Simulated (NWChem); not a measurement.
System: CH$_{5}$FO$_{2}$Si; SMILES OC[Si@H](O)F

```xyz
10

O     -0.0067    -2.1778     0.0148
C     -0.8490    -1.0659    -0.2135
Si     0.0008     0.4984     0.3641
O     -0.7585     1.8054    -0.2967
F      1.5180     0.3639    -0.2290
H      0.8346    -2.0000    -0.4216
H     -1.1543    -0.9638    -1.2756
H     -1.7810    -1.2331     0.3511
H      0.1614     0.6338     1.8365
H     -0.5175     2.6844     0.0089
```
Atoms are numbered in this order, from 1.

Geometry: optimised at PBE0/def2-SVP.

 States above −ε(HOMO) = 6.2 eV lie in this functional's continuum and hang on the basis.

Task: List the 4 lowest vertical singlet excitations from PBE/6-31+G* (spherical d), full TDDFT (NWChem).

Result: 
| state | energy (eV) | oscillator strength | leading excitation (squared amplitude) |
|---|---|---|---|
| S1 | 5.29 | 0.005 | HOMO → LUMO (0.98) |
| S2 | 5.70 | 0.004 | HOMO → LUMO+1 (0.98) |
| S3 | 6.12 | 0.020 | HOMO → LUMO+2 (0.99) |
| S4 | 6.58 | 0.054 | HOMO → LUMO+3 (0.98) |
